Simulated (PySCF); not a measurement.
Polarisability and C₆ of Bi (bismuth, neutral)

[Xe] 4f14 5d10 6s2 6p3, high-spin 4S determinant. All numbers are calculated (PySCF 2.14, the spin-free X2C one-electron Hamiltonian (Gaussian nucleus), in aug-cc-pwCVTZ-DK3 (11s10p8d5f1g, 125 functions)). Coupled (time-dependent) response in atomic units; α is the mean over directions.

```tsv
method	mean α (bohr³)	C₆ (like pair)	S(−4)
M06-L	56.18	701.9	923.6
```

S(−4) is the Cauchy moment in α(ω) = α(0) + S(−4) ω² + …

Reference α: 48 ± 4 bohr³ (recommended; Schwerdtfeger and Nagle, table of static dipole polarizabilities (2023 update)). Published C₆: 513.0 (Gould and Bucko (2016)).

α(iu) at M06-L:

| u (hartree) | α(iu) (bohr³) |
| --- | --- |
| 0 | 56.18 |
| 0.0500 | 53.99 |
| 0.100 | 48.62 |
| 0.200 | 36.14 |
| 0.300 | 26.60 |
| 0.500 | 15.85 |
| 0.750 | 9.818 |
| 1.00 | 6.883 |
| 1.50 | 4.142 |
| 2.00 | 2.861 |
| 3.00 | 1.642 |
| 5.00 | 0.7521 |

A single London oscillator, α(iu) = α/(1 + u²/ω²), gives C₆ = (3/4) ω α². Matching the computed C₆ needs ω = 4 × 701.9 / (3 × 56.18²) = 0.297 hartree.

Spin-orbit coupling, which splits the p, d and f shells strongly at this Z, is absent. Spin-orbit coupling is strong in this species (close to jj coupling), so the high-spin LS determinant is a model state, not a physical level.
